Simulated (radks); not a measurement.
Spherical quantum dot in the effective-mass picture: electrons in a parabolic well V = omega^2 r^2 / 2 with omega = 0.621, all in effective atomic units (hartree* = m*/eps^2 hartree, bohr* = eps/m* bohr), one dielectric constant everywhere. Method: non-relativistic Kohn-Sham, r2SCAN, spin-polarised, spherical densities, generalised Kohn-Sham scheme; computed with a radial shooting solver with Libxc functionals. Levels are named by radial order and angular momentum (1s, 1p, 1d, 2s, ...), and open shells are averaged over m.

N = 6, configuration 1s2 1p(up 3, down 1). This is the lowest configuration that the search found. Occupied and some empty levels:

level,occupation,eigenvalue (hartree*),<r> (bohr*)
1s up,1,3.2521,1.831
1s down,1,3.3083,1.790
1p up,3,3.6575,2.259
1p down,1,3.7423,2.266
1d up,0,4.1329,2.586
1d down,0,4.2251,2.609
2s up,0,4.2532,2.294
2s down,0,4.3031,2.309
1f up,0,4.6588,2.861
1f down,0,4.7516,2.901

Energy (hartree*): total 14.3087, kinetic 2.8639, external 5.7627, Hartree 7.6413, exchange-correlation -1.9592.
